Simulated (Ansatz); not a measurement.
A structure relaxed at r2SCAN-D4/def2-SVP in Ansatz, charge -1, doublet:

Cartesian coordinates in Å:
```
Sr -2.474 0.469 -0.977
Sr -0.041 -1.585 1.358
Sr 1.362 -0.281 -1.562
Sr 0.052 2.363 1.084
S -2.018 0.601 1.806
S -0.334 2.165 -1.694
S 2.483 -2.358 0.135
S -1.065 -1.847 -1.339
S 2.036 0.473 1.188
```

(1) Give its formula and point group.

(2) Summarise the bond lengths by kind (pairs closer than 1.2 times the sum of covalent radii, bridged metal pairs left out).

Results:

(1) Sr₄S₅⁻. Point group Cs (tolerance 0.1 Å).

(2) 14 × S–Sr 2.74 to 2.98 Å.

In the def2 sets Sr takes a core potential; there is no spin–orbit coupling. The structure comes from a short search, and lower isomers may exist.
